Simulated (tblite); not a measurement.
Energy landscape of AlF2, doublet: map of symmetric stretch and bend. Scanned: Al-F bond length and F-Al-F angle.

Cartesian coordinates as functions of the variables (Å; names that start with a are angles):
```
Al  0  0  0
F  r*sin(a/2)  0  r*cos(a/2)
F  -r*sin(a/2)  0  r*cos(a/2)
```

Calculation: tblite with GFN2-xTB, 300 K electronic temperature.

Energy in kcal/mol above the lowest grid point; x is the Al-F bond length (Å), y the F-Al-F angle (°).

```csv
y \ x,1.40,1.51,1.59,1.67,1.75,1.84,1.92,2,2.09,2.17,2.23
180,78.5,21.7,5.6,1.1,3.4,10.9,20.1,30.8,43.9,56.2,65.6
173.95,78.4,21.6,5.5,1.0,3.4,10.9,20.1,30.8,44.0,56.2,65.6
165.32,77.7,21.1,5.2,0.8,3.3,10.9,20.2,30.9,44.1,56.4,65.7
156.68,76.5,20.3,4.6,0.5,3.1,10.9,20.3,31.2,44.4,56.7,66.1
148.04,75.0,19.3,4.0,0.2,3.1,11.0,20.6,31.6,44.9,57.2,66.5
139.41,73.6,18.4,3.5,0.0,3.2,11.4,21.1,32.2,45.6,57.9,67.2
130.77,72.6,17.9,3.3,0.1,3.6,12.1,22.0,33.1,46.6,58.9,68.2
122.14,72.4,18.0,3.7,0.8,4.5,13.1,23.2,34.4,47.9,60.2,69.5
113.50,73.6,19.1,4.8,2.0,5.9,14.7,24.8,36.1,49.6,61.8,71.1
104.86,77.0,21.6,7.1,4.2,8.0,16.8,27.0,38.3,51.7,63.8,73.0
96.23,83.7,26.3,11.0,7.6,11.1,19.8,29.7,40.9,54.2,66.2,75.3
85,102.2,38.6,20.6,15.4,17.7,25.4,34.8,45.5,58.3,70.1,78.9
```

Points that lie below all their neighbours on the grid: x = 1.67, y = 139.41 (0.0 kcal/mol).
